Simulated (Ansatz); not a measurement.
Program: Ansatz. Geometries: PBE0-D4/def2-TZVP. ΔE: electronic, gas phase. CBS: MP2 limit from def2 TZ/QZ plus the TZ coupled-cluster correction, frozen cores. This one scheme is used for every species. Functionals use def2-TZVPP. def2 core potentials past Kr. For In outer-core shells are correlated without core-valence functions, which leaves a few kJ/mol of doubt a bond. Each species was taken in one conformer, which may not be the lowest.

Consider the hydrogenolysis of the In–C bond: `C[O][InH][CH3]` + H₂ → `C[O][InH2]` + CH₄.

CCSD(T)/CBS gives -8.9 kcal/mol.

Q: Another level gave -9.3 kcal/mol. Which?
A. ωB97X-V/def2-TZVPP
B. BHLYP-D4/def2-TZVPP
C. B97M-V/def2-TZVPP
D. revPBE-D4/def2-TZVPP

A: D. revPBE-D4 -9.3, BHLYP-D4 -12.2, ωB97X-V -11.0, B97M-V -14.2 kcal/mol.

Largest T1 diagnostic among the species: 0.017.

In def2-TZVPP, CCSD(T) changes the Hartree–Fock value by +6.8 kcal/mol (the triples alone add +1.2 kcal/mol) and MP2 by +8.7 kcal/mol. From r2SCAN to r2SCAN0 (25 % exact exchange), in def2-TZVPP and without D4, ΔE moves by −0.8 kcal/mol. At CCSD(T), def2-SVP lies −4.2 kcal/mol from the extrapolated value and def2-TZVPP −0.7 kcal/mol.
